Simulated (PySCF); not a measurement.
Sn(H)(Cl)2(OMe) (CH₄Cl₂OSn), SMILES C[O][SnH]([Cl])[Cl].

The structure is a stationary point at PBE-D3(BJ)/def2-SVP. The def2 effective core potentials stand for the cores of Sn; spin–orbit coupling is left out. The values are those of a single conformer.

Method: PBE-D3(BJ)/def2-SVP (PySCF).

Frequencies are harmonic and unscaled.

```csv
mode,ν (cm⁻¹),IR (km/mol),moving atoms (share of kinetic energy)
1,43,1.1,"C 42 %, Cl 32 %, H 22 %"
2,94,7.2,"Cl 44 %, C 28 %, Sn 13 %, H 13 %"
3,109,3.7,"Cl 76 %, Sn 20 %"
4,124,1.9,"H 84 %, O 11 %"
5,178,15.5,"O 64 %, H 21 %, Cl 10 %"
6,251,10.1,"O 31 %, C 28 %, Sn 19 %, H 19 %"
7,355,22.6,"Cl 82 %, Sn 17 %"
8,370,59.7,"Cl 72 %, Sn 28 %"
9,511,23.3,"H 85 %, O 8 %"
10,526,62.9,H 98 %
11,548,80.1,"O 63 %, H 17 %, Sn 14 %"
12,1061,154.8,"O 51 %, C 46 %"
13,1129,0.1,"H 77 %, C 19 %"
14,1142,2.1,"H 74 %, C 19 %"
15,1408,12.3,"H 89 %, C 9 %"
16,1410,4.2,H 97 %
17,1428,16.3,H 95 %
18,1900,76.3,H 99 %
19,2917,70.0,H 97 %
20,2992,28.2,"H 90 %, C 10 %"
21,3031,17.0,"H 91 %, C 9 %"
```
